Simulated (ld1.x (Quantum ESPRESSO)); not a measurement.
# What one change does to a pseudopotential (nitrogen, RRKJ)

ld1.x (Quantum ESPRESSO) 7.5 input, shortened:

```
&input
   title='N', zed=7., rel=1, dft='PZ', iswitch=3,
   config='[He] 2s2 2p3'
 /
 &inputp
   pseudotype=2, tm=.false., rho0=0.001, lloc=0,
   nlcc=.false.
 /
2
2P  2  1   3.00   0.00  1.15  1.15  0.0
2S  1  0   2.00   0.00  0.80  0.80  0.0
 &test
   configts(1)='2s2 2p3'
 /
```

Change: core correction a·sin(br)/r model core inside 0.48 bohr.

Cutoffs: the cutoffs (Ry, on a coarse ladder) from which the occupation-weighted sum of valence levels, in a spherical-Bessel basis at the reference potential, stays within 10 and 1 mRy of its value at 400 Ry; they do not see the model core or the augmentation charge, which bear on the density cutoff. Errors are all-electron minus pseudo energies relative to the spin-unpolarised reference configuration.

Question: Predict the effect on cutoff, ghosts and configuration errors.

Answer: The potential gets neither clearly harder nor softer (80 Ry and 140 Ry → 80 Ry and 140 Ry); of the 9 tests that both files solve, the error grows in 0 and shrinks in 9 by more than 15 % and 0.3 meV (median size 70.9 → 36.1 meV); neither file shows a bound ghost. Exchange and correlation are not linear in the density, so unscreening with the valence charge alone errs where core and valence overlap; a model core restores that term. A model core, the more so a compact one, raises the density cutoff, which this test does not measure.

| quantity | base | changed |
| --- | --- | --- |
| cutoff, loose | 80 Ry | 80 Ry |
| cutoff, tight | 140 Ry | 140 Ry |
| bound ghosts | none | none |
| error for 2s2 2p2, meV [ΔE 13.73 eV] | +5.6 | +2.4 |
| error for 2s2 2p1, meV [ΔE 42.70 eV] | +71 | +36 |
| error for 2s2 2p0, meV [ΔE 89.87 eV] | +380 | +195 |
| error for 2s1 2p0, meV [ΔE 167.34 eV] | +830 | +400 |
| error for 2s1 2p3, meV [ΔE 25.18 eV] | +3.4 | +2.5 |
| error for 2s0 2p5, meV [ΔE 22.45 eV] | +46 | +33 |
| error for 2s2 2p2.5, meV [ΔE 5.17 eV] | +0.5 | +0.1 |
| error for 2s2 2p3 (spin-polarised), meV [ΔE -2.89 eV] | +293 | +63 |
| error for 2s2 2p2 (spin-polarised), meV [ΔE 12.04 eV] | +208 | +43 |
| s: phases at 1.25 bohr within 0.05 rad from the reference energy up to (Ry; the scan ends near 5) | to the end of the scan | to the end of the scan |
| p: phases at 1.25 bohr within 0.05 rad from the reference energy up to (Ry; the scan ends near 5) | to the end of the scan | to the end of the scan |
